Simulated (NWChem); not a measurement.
System: SnSiH₆O; SMILES [SiH3][O][SnH3]

```xyz
9

Sn     0.0233     0.9368     0.0000
O     -0.5571    -0.9628    -0.0002
Si     0.1292    -2.4614     0.0000
H     -1.4410     1.8099     0.0217
H      0.9635     1.1727     1.4102
H      0.9277     1.1836    -1.4316
H      0.9747    -2.6843    -1.2188
H     -0.9501    -3.4928     0.0224
H      1.0095    -2.6681     1.1971
```
Atoms are numbered in this order, from 1.

Computed with NWChem. Structure relaxed at the PBE0/def2-SVP (def2 core potentials past Kr) level.

For level Hartree-Fock/3-21G, non-relativistic:

- highest occupied level (eV) = -11.36
- orbital gap (eV) = 14.21
- dipole (D) = 2.17

Task: What are these values for level Hartree-Fock/STO-3G, non-relativistic?

Result: 
* **highest occupied level (eV)**: -7.76
* **orbital gap (eV)**: 17.50
* **dipole (D)**: 1.61
